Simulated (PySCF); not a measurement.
An unknown gives this computed stick spectrum. Method: TDDFT PBE0/def2-SVPD, vertical, gas phase, core orbitals frozen in the response (PySCF 2.14.0, density-fitted response routines). Geometries: PBE0-D3(BJ)/def2-SVP, one conformer each.

| state | E (eV) | λ (nm) | f |
| --- | --- | --- | --- |
| S1 | 5.56 | 223.1 | 0.0006 |
| S2 | 5.67 | 218.8 | 0.0022 |
| S3 | 6.98 | 177.5 | 0.011 |
| S4 | 7.00 | 177.2 | 0.016 |
| S5 | 7.42 | 167.0 | 0.019 |
| S6 | 7.79 | 159.1 | 0.0024 |
| S7 | 7.88 | 157.3 | 0.010 |
| S8 | 7.95 | 155.9 | 0.0019 |
| S9 | 7.99 | 155.3 | 0.0035 |
| S10 | 8.30 | 149.4 | 0.0002 |

Triplets computed (Tamm–Dancoff): 5.07, 5.13, 6.76, 6.78 eV.

Orbital energies (eV): HOMO-3 -9.47, HOMO-2 -9.35, HOMO-1 -8.49, HOMO -8.36, LUMO -1.18, LUMO+1 0.57, LUMO+2 1.04.

Question: Which candidate is it?
A. `FC(F)[C@H]1CCCCB1`
B. `CC#[N+][BH2-]c1ccccn1`
C. `CC(=O)CC(F)(F)F`

Answer: A. Its S1, at 5.56 eV, is the highest among the candidates; the nearest of the others has S1 at 4.45 eV. S1 is HOMO→LUMO (97%). Löwdin shares by element: HOMO carbon 40% or more, boron 18% (atoms not listed hold the other 42%); LUMO boron 46%, carbon 24% or more, hydrogen 8% or more (atoms not listed hold the other 21%). At the same level the other candidates give, for their lowest levels:
- `CC(=O)CC(F)(F)F`: 4.45 eV (f 0.000); 7.25 eV (f 0.028); 8.25 eV (f 0.018); 8.41 eV (f 0.001); 8.44 eV (f 0.004); T1 3.82 eV; HOMO -7.92, LUMO -1.10 eV
- `CC#[N+][BH2-]c1ccccn1`: 4.43 eV (f 0.003); 4.64 eV (f 0.020); 4.71 eV (f 0.002 summed over 2 states); 4.89 eV (f 0.001); 4.93 eV (f 0.020); T1 3.81 eV; HOMO -6.28, LUMO -0.80 eV
